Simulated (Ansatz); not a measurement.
Computed with Ansatz on PBE0-D4/def2-TZVP structures; ΔE is electronic, products minus reactants. CCSD(T)/CBS is the MP2 limit (def2-TZVPP, def2-QZVPP) plus CCSD(T) − MP2 in def2-TZVPP, frozen cores. DFT in def2-TZVPP. B3LYP here is the variant with VWN-RPA as its local correlation; programs differ in this. Elements past krypton have def2 core potentials. For Sn outer-core shells are correlated without core-valence functions, which leaves a few kJ/mol of doubt a bond. One conformer a species, not always the lowest.

`C[Si](F)(F)C=O` + `[NH2][SnH2][OH]` → `O=C[NH][SnH2][OH]` + `C[SiH](F)F`  (substitution at a C–Si bond)

`C[Si](F)(F)C=O`:

Cartesian coordinates in Å:
```
C 0.971 -0.503 -0.949
Si -0.565 -0.375 0.043
F -1.850 -0.262 -0.888
F -0.782 -1.664 0.950
C -0.574 1.145 1.207
O 0.372 1.895 1.225
H 1.098 0.386 -1.569
H 1.840 -0.585 -0.293
H 0.938 -1.381 -1.597
H -1.447 1.345 1.871
```

`[NH2][SnH2][OH]`:

Z-matrix (Å, degrees):
```
Sn
O 1 1.966
N 1 2.010 2 104.3
H 1 1.715 2 105.9 3 -121.4
H 1 1.703 2 108.7 3 114.2
H 2 0.959 1 112.7 3 131.9
H 3 1.010 1 116.0 2 -88.4
H 3 1.010 1 114.8 2 143.2
```

`O=C[NH][SnH2][OH]`:

```xyz
10

O    -1.323   -0.295    1.121
C    -0.560    0.635    1.345
N     0.553    0.812    0.626
Sn    0.691   -0.651   -0.833
O    -0.914   -0.536   -1.934
H    -0.756    1.365    2.149
H     1.133    1.615    0.814
H     1.963   -0.147   -1.846
H     0.898   -2.156   -0.075
H    -1.685   -0.641   -1.367
```

`C[SiH](F)F`:

Z-matrix (Å, degrees):
```
C
Si 1 1.840
H 1 1.092 2 110.7
H 1 1.093 2 110.6 3 -120.1
H 1 1.093 2 110.6 3 120.1
F 2 1.591 1 109.8 3 58.6
F 2 1.591 1 109.8 3 -58.5
H 2 1.477 1 114.8 3 -179.9
```

(1) Is it downhill or uphill in electronic energy at CCSD(T)/CBS, and by how much? (Best estimate.)

(2) What do these levels give: PBE-D4, PBE0-D4, B3LYP-D4, B3LYP, SCS-MP2/def2-QZVPP, MP2/CBS(def2)? (Estimate.)

Largest T1 diagnostic among the species: 0.016.

Results:

(1) Computed: Downhill: ΔE = -1.03 eV.

(2) The calculation gave: PBE-D4 -1.11, PBE0-D4 -1.12, B3LYP-D4 -1.08, B3LYP -1.06, SCS-MP2/def2-QZVPP -1.04, MP2/CBS(def2) -1.09 eV.
